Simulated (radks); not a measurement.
Question: These are the eigenvalues of the occupied orbitals of an atom or ion with whole-number occupations (eV). Method: scalar-relativistic Kohn-Sham, PBE, spin-polarised, spherical densities, finite nucleus; Fermi nuclear charge, rms radius of each element as measured or else 0.836 A^(1/3) + 0.57 fm; computed with a radial shooting solver on a logarithmic mesh with Libxc functionals.

| orbital | eigenvalue |
|---|---|
| 1s down | -67611.74 |
| 1s up | -67611.74 |
| 2s up | -11833.87 |
| 2s down | -11833.83 |
| 2p up | -10405.48 |
| 2p down | -10405.46 |
| 3s up | -2911.466 |
| 3s down | -2910.191 |
| 3p up | -2486.352 |
| 3p down | -2485.071 |
| 3d up | -1989.701 |
| 3d down | -1988.727 |
| 4s up | -796.7319 |
| 4s down | -794.3834 |
| 4p up | -656.3277 |
| 4p down | -654.0503 |
| 4d up | -476.2318 |
| 4d down | -474.0041 |
| 5s up | -296.9722 |
| 5s down | -295.8016 |
| 4f up | -274.6074 |
| 4f down | -272.3796 |

Which element is it, and in what charge state? The configuration may be excited. Open shells, if any, are filled with parallel spins first.

Answer: Z = 73, tantalum, charge +13: Ta13+ in [Kr] 4d10 4f12 5s2. The list shows which subshells hold electrons but not how many an open one holds; the 1s level, -2484.7 hartree, gives Z - s = 70.5 by -(Z - s)^2/2, which with screening and relativity narrows Z to a few neighbours, and the depths of the outer levels then fix element, charge and occupations together.
